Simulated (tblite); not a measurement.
Run record: tight-binding relaxation, `CB(C)c1ccc(F)c(-c2c(C)cccc2F)c1C`.

Computed with GFN2-xTB geometry optimisation, gas phase (tblite 0.8.0). Start geometry: from a force field or distance geometry. A driver script takes a list of jobs; this job's settings line and coordinates (Å) are shown.

Input:
```
{"job": {"kind": "relax", "xc": "GFN2-xTB", "basis": "xTB"}, "charge": 0, "multiplicity": 1}
C      3.729500     1.206900     0.939500
B      3.083500    -0.086100     0.305600
C      3.544800    -1.499600     0.883200
C      1.853200     0.097400    -0.638700
C      2.009100     0.144600    -2.008000
C      0.860100     0.306600    -2.772200
C     -0.395800     0.414900    -2.224600
F     -1.476800     0.573500    -3.012700
C     -0.504200     0.347900    -0.841900
C     -1.844300     0.459900    -0.253200
C     -2.552600    -0.717500    -0.068700
C     -1.899700    -1.988200    -0.472500
C     -3.820100    -0.680800     0.492600
C     -4.369500     0.547000     0.842100
C     -3.681100     1.743800     0.663100
C     -2.402400     1.684600     0.116500
F     -1.684600     2.830200    -0.088200
C      0.614800     0.183500    -0.026600
C      0.441700     0.132600     1.458000
H      4.182200     0.964300     1.926500
H      4.448200     1.587400     0.191600
H      2.883600     1.943700     1.030500
H      3.607600    -1.425200     1.994200
H      4.551800    -1.782600     0.531300
H      2.824300    -2.317900     0.636000
H      2.981900     0.065800    -2.476100
H      0.907600     0.364600    -3.864100
H     -1.348100    -2.411200     0.416300
H     -1.250500    -1.879600    -1.351600
H     -2.676100    -2.740200    -0.705900
H     -4.342800    -1.611200     0.621500
H     -5.388000     0.542600     1.282900
H     -4.126800     2.693800     0.947400
H      0.963500    -0.797700     1.829100
H      0.891800     0.994300     1.979900
H     -0.626200     0.144000     1.725100
```

Output:
```
step      E/eV     max force
  0   -1458.55459    1.639
  1   -1458.80137    0.880
  2   -1458.90929    0.589
  3   -1458.96101    0.372
  4   -1458.99019    0.336
  5   -1459.00643    0.237
  6   -1459.01968    0.238
  7   -1459.02918    0.262
  8   -1459.03662    0.234
  9   -1459.04313    0.153
... (213 lines left out)
223   -1459.17637    0.020
224   -1459.17644    0.015
225   -1459.17650    0.015
226   -1459.17655    0.014
227   -1459.17661    0.012
228   -1459.17666    0.014
229   -1459.17670    0.014
230   -1459.17673    0.012
231   -1459.17676    0.012
232   -1459.17679    0.009
```

«max force» is the largest atomic force in eV/Å.

Task: From which step on does the largest force stay under 0.1 eV/Å, and how much energy is left to gain from there?

Result: From step 37 (0.094 eV/Å), 60.5 meV above the end.

Main results: energy lowered by 14.3 kcal/mol over 232 steps; largest atomic force 0.009 eV/Å at the end.

Hardware: Intel Xeon at 2.50 GHz, 2 threads, no GPU, shared host with 64 logical CPUs at a one-minute load of 54. Cost: 9.9 s wall, 17 s CPU.
Labels such as C1 count atoms from 1, the log's own numbers from 0.
